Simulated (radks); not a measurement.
Results of a calculation; reference values are marked as such.
Question: The mean radii <r> (bohr) of the occupied orbitals of an atom or ion are listed with their occupations. Code: a radial shooting solver on a logarithmic mesh with Libxc functionals. Model: Dirac Kohn-Sham, PBEsol, spin-unpolarised, spherical densities, point nucleus.

| orbital | occ. | <r> |
|---|---|---|
| 1s1/2 | 2 | 0.02612 |
| 2s1/2 | 2 | 0.1117 |
| 2p1/2 | 2 | 0.09405 |
| 2p3/2 | 4 | 0.09994 |
| 3s1/2 | 2 | 0.2989 |
| 3p1/2 | 2 | 0.2888 |
| 3p3/2 | 4 | 0.3006 |
| 3d3/2 | 4 | 0.2714 |
| 3d5/2 | 6 | 0.2751 |
| 4s1/2 | 2 | 0.6946 |
| 4p1/2 | 2 | 0.7202 |
| 4p3/2 | 4 | 0.7478 |
| 4d3/2 | 4 | 0.8285 |
| 4d5/2 | 6 | 0.8388 |
| 5s1/2 | 2 | 1.676 |
| 5p1/2 | 1.33333 | 1.879 |
| 5p3/2 | 2.66667 | 1.950 |
| 6p1/2 | 0.333333 | 4.540 |
| 6p3/2 | 0.666667 | 4.662 |

Name the element and its charge. Open shells, if any, are shared by 2j + 1.

Answer: Z = 55, caesium, charge +2: Cs2+ in [Kr] 4d10 5s2 5p4 6p1. The 1s radius gives Z: for a bare nucleus <r> = (2 gamma + 1)/(2Z) with gamma = sqrt(1 - (Z/c)^2), 0.02574 bohr for Z = 55, and screening makes it slightly larger (0.02612 here). The occupations add up to 53, and the charge is Z minus that.
